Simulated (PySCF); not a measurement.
Excitation energy of Ag+ by level of theory

Ag+ [Kr] 4d10 (1S) → Ag+ [Kr] 4d9 5p1 (high-spin determinant), as a difference of total energies. Calculation: PySCF 2.14, in def2-TZVPPD with the def2 core potential (28 electrons) (6s4p3d2f1g, 56 functions); scalar relativity through the core potential. Correlated levels: valence: 4s2 4p6 frozen; valence and next inner shell: nothing frozen outside the core potential. The calculations carry no spin-orbit coupling.

| method | excitation energy (cm⁻¹) |
| --- | --- |
| UHF | 74909 |
| LDA | 83283 |
| PBE | 81022 |
| PBE0 | 81317 |
| r2SCAN | 80397 |
| BLYP | 80373 |
| MN15 | 84637 |
| r2SCANh | 80566 |
| revPBE | 80718 |
| MP2 (valence) | 86449 |
| SCS-MP2 (valence) | 85833 |
| MP2 (valence and next inner shell) | 85560 |
| SCS-MP2 (valence and next inner shell) | 84565 |

The determinant of the upper state mixes LS terms, which raises its energy above the lowest term, most at the Hartree-Fock and MP2 levels.
